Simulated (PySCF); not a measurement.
**Dipole response of Pb (lead, neutral)**

[Xe] 4f14 5d10 6s2 6p2, high-spin 3P determinant. Calculation: PySCF 2.14, in x2c-TZVPPall with one added diffuse shell each of s, p, d, f type (12s8p7d4f, 99 functions); scalar relativity by spin-free X2C-1e. Coupled (time-dependent) response in atomic units; α is the mean over directions.

```csv
method,mean α (bohr³),"α xx, yy, zz",C₆ (like pair),S(−4)
PBE0,63.68,"46.46, 72.29, 72.29",736.6,1708
```

S(−4) is the Cauchy moment in α(ω) = α(0) + S(−4) ω² + …

Reference α: 47 ± 3 bohr³ (recommended; Schwerdtfeger and Nagle, table of static dipole polarizabilities (2023 update)). Published C₆: 534.0 (Gould and Bucko (2016)).

Spin-orbit coupling is absent.

α(iu) at PBE0:

```
u (hartree)  α(iu) (bohr³)
          0          63.68
     0.0500          59.78
      0.100          51.19
      0.200          35.02
      0.300          24.88
      0.500          14.67
      0.750          9.199
       1.00          6.535
       1.50          3.988
       2.00          2.762
       3.00          1.581
       5.00         0.7178
```

The components differ because the open shell of this determinant is not spherical; for a pure term their mean is the scalar polarisability.

Spin-orbit coupling is strong in this species (close to jj coupling), so the high-spin LS determinant is a model state, not a physical level.
